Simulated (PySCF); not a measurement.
Species: C4H7NSi.
Geometry (PBE0-D3(BJ)/def2-SVP, Å), atoms numbered from 1 in this order:
```
atom  x, y, z in Å
N1     3.6171    0.0761   -0.2888
C2     2.5318    0.3706   -0.0031
Si3    0.7669    0.7858    0.4206
C4    -0.3196   -0.6016    1.0890
C5    -1.3906   -0.1245    0.0664
C6    -0.5123    0.6518   -0.9565
H7     0.8109    2.0571    1.1953
H8     0.0943   -1.5847    0.8140
H9    -0.6221   -0.6350    2.1444
H10   -2.0957    0.5663    0.5562
H11   -1.9926   -0.9355   -0.3737
H12   -0.9577    1.5447   -1.4157
H13   -0.1477   -0.0079   -1.7599
```

Level: B3LYP/def2-SVPD in PySCF, non-relativistic, on one gas-phase PBE0-D3(BJ)/def2-SVP geometry that isn't relaxed in the solvent. The solvent is an IEF-PCM continuum (cavity from Bondi-type radii × 1.2). Specific hydrogen bonds and non-electrostatic terms are outside this model.

Gas phase at B3LYP/def2-SVPD: HOMO -8.35 eV, LUMO -1.10 eV, dipole 4.08 D.

Problem. What does the continuum do to the energy, the frontier levels and the dipole at B3LYP/def2-SVPD in cyclohexane and benzene?

Solution. 
```csv
solvent,ε,E(solvent) − E(gas) (kJ/mol),polarisation term (kJ/mol),distortion of the solute (kJ/mol),HOMO (eV),LUMO (eV),dipole (D)
cyclohexane,2.017,-8.69,-9.50,0.81,-8.20,-1.07,4.57
benzene,2.271,-9.88,-10.93,1.05,-8.18,-1.07,4.63
```

The polarisation term is half the interaction of the solute with the surface charges that it induces; the rest is the cost of distorting the solute's density. The sum is the electrostatic part of solvation alone. From cyclohexane to benzene the lowering changes by a factor 1.14, Onsager's factor (ε − 1)/(2ε + 1) by 1.14 and ε itself by 1.1.

Problem. Which radius a makes the point-dipole formula ΔE = −[(ε − 1)/(2ε + 1)]·μ²/a³ give the value in benzene, with the gas-phase dipole?

Solution. μ = 1.605 au and |ΔE| = 0.00376 Eh give a = 2.85 Å; the farthest nucleus lies 3.66 Å from the centroid of the nuclei, so such a sphere wouldn't even hold the nuclei. The formula assumes a rigid point dipole at the centre of a sphere.

Problem. Give the dipole vector in the frame of the coordinates (D, pointing from negative to positive charge), gas and benzene.

Solution. Gas (-4.01, 0.40, 0.63), solvent (-4.56, 0.45, 0.72). Its length changes by +14 % and its direction by less than 1°.

Problem. How does the static polarisability (B3LYP/def2-SVPD, frozen core, with the continuum's full static response) change?

Solution. 
| medium | isotropic (au) | principal values (au) | ⟨r²⟩ of the electrons (bohr²) |
| --- | --- | --- | --- |
| gas | 75.3 | 65.4, 66.3, 94.3 | 784.4 |
| cyclohexane | 84.7 | 73.6, 74.3, 106.4 | 785.1 |
| benzene | 86.2 | 74.9, 75.5, 108.1 | 785.2 |

The isotropic value in benzene is 1.14 times the gas-phase one; no cavity-field correction is applied. ⟨r²⟩ is taken about the centre of nuclear charge.
